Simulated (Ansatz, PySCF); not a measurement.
This PySCF input computes a B3LYP/def2-TZVPD energy:

```python
from pyscf import gto, scf, dft

mol = gto.M(
    atom='''
    In    0.00000000    0.00000000    0.00000000
    I    -0.00000000   -0.00000000   -2.56752908
    I     0.00000000    0.00000000    2.56752908
    ''',
    basis='def2-tzvpd',
    ecp='def2-tzvp',
    charge=1,
    spin=0,
    verbose=4,
)

mf = dft.RKS(mol, xc='b3lyp').density_fit(auxbasis='def2-universal-jkfit')
mf.grids.level = 3
mf.conv_tol = 1e-9
mf.max_cycle = 100
mf.max_memory = 1500
mf.kernel()
if not mf.converged:
    mf = mf.newton()
    mf.kernel(mf.make_rdm1())
mf.analyze()
```

Write an input for the same energy in Ansatz (a first-principles code) and say what it gives.


Ansatz 0.2 input:
```yaml
crystal:
  periodic: [false, false, false]
  atoms:
    - {symbol: In, position_ang: [0.00000000, 0.00000000, 0.00000000]}
    - {symbol: I, position_ang: [-0.00000000, -0.00000000, -2.56752908]}
    - {symbol: I, position_ang: [0.00000000, 0.00000000, 2.56752908]}
basis:
  gaussian:
    orbitals: def2-TZVPD
hamiltonian:
  xc: {name: B3LYP}
total_charge: 1
output: {forces: true}
```
It gives -785.63653 Eh, and PySCF -785.63657 Eh, a difference of 0.04 mEh, from the treatment of integrals and grids.
